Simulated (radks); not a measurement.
Effect of the nuclear size on the molybdenum ion Mo+, [Kr] 4d5. Method: Dirac Kohn-Sham, relativistic LDA (MacDonald-Vosko exchange, VWN5 correlation), spin-unpolarised, spherical densities, finite nucleus; open shells are shared between the two j in proportion to 2j + 1; Fermi nuclear charge, rms radius 4.4091 fm; computed with a radial shooting solver on a logarithmic mesh with Libxc functionals. The rms radius is varied about that value; shifts are against it.

rms radius (fm),total energy shift (eV),density at nucleus (e/bohr^3),1s1/2 shift (meV),2s1/2 shift (meV),4s1/2 shift (meV),5s1/2 (empty) shift (meV)
3.6331,-0.474,9.179e+04,-199,-21.4,-0.644,-0.073
4.1886,-0.143,9.039e+04,-60.1,-6.45,-0.194,-0.022
4.4091,0,8.989e+04,0.000,0.000,0.000,0.000
4.753,0.236,8.916e+04,99.2,10.6,0.321,0.036
5.1498,0.528,8.839e+04,222,23.8,0.717,0.082

Slopes of the eigenvalues against <r^2> in GHz/fm^2, as finite differences over the two radii next to the reference (eigenvalue slopes, not the field-shift constants of lines): 1s1/2 7640, 2s1/2 819, 4s1/2 24.7, 5s1/2 (empty) 2.81.
